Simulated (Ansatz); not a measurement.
# Which isomer of C2H7GeNa gives these data?

These gas-phase data were calculated for one isomer of C2H7GeNa at PBE0-D3(BJ)/def2-SVP (harmonic, unscaled wavenumbers; equilibrium rotational constants with average atomic masses):

| Item | Value |
| --- | --- |
| rotational constants | 11.02, 1.56, 1.413 GHz |
| all wavenumbers above 1500 cm⁻¹ | 3140, 3112, 3106, 3055, 3028, 2007, 2002 |
| dipole moment | 7.50 D (PBE0/def2-TZVPD) |

Candidates:

(1) `C[CH2][GeH2][Na]`, a singlet
(2) `[CH3][GeH]([CH3])[Na]`, a singlet

Which candidate do the data belong to?

Candidate (1). 2 modes lie between 1900 and 2250 cm⁻¹, one for each Ge–H bond, while (2) has 1.

The same quantities for all candidates:

```
     rotational constants (GHz)               wavenumbers above 1500 cm⁻¹  dipole (D)  E above the lowest, PBE0-D3(BJ)/def2-SVP (kcal/mol)
(1)          11.02, 1.56, 1.413  3140, 3112, 3106, 3055, 3028, 2007, 2002        7.50                                                  3.9
(2)          5.074, 2.301, 1.79  3160, 3159, 3152, 3151, 3047, 3046, 1989        6.91                                                  0.0
```

Each candidate is one conformer. Programs: Ansatz 0.2.0.
